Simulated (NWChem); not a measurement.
Two isomers of C₅H₈, each optimised at B3LYP/6-31G* with NWChem. Flexible species stand in one conformer each, which need not be the lowest. Pople sets run with spherical d functions.

A: C1CC=CC1
B: CC1=CCC1

Q: Which is lower in energy, by how much, and how do their other properties compare?

A: A is lower by 19.1 kcal/mol in electronic energy; with zero-point energies, B − A = 17.7 kcal/mol.
```csv
,A,B
highest occupied level (eV),-6.33,-6.28
orbital gap (eV),7.23,7.21
dipole (D),0.14,0.37
highest harmonic frequency (cm⁻¹),3214,3193
zero-point energy (kcal/mol),73.6,72.2
```
